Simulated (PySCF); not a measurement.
Method: PBE-D3(BJ)/def2-TZVP (PySCF). Gas-phase values, no solvent. 

Reference species (SMILES): `[AlH3]` (neutral, multiplicity 1).

```
Property          Value
-------------  --------
LUMO           -2.54 eV
HOMO           -7.29 eV
HOMO–LUMO gap   4.75 eV
```

Changed species: `[SiH3][Al]([SiH3])[SiH3]` (0 of 3 SiH3 replaced by H; the reference has 3 of 3 SiH3 replaced by H).

### Question
Predict the effect on the LUMO, HOMO and HOMO–LUMO gap.

### Answer
the LUMO falls by 0.82 eV, to -3.36 eV; the HOMO increases by 0.96 eV, to -6.33 eV; the HOMO–LUMO gap drops by 1.79 eV, to 2.96 eV.
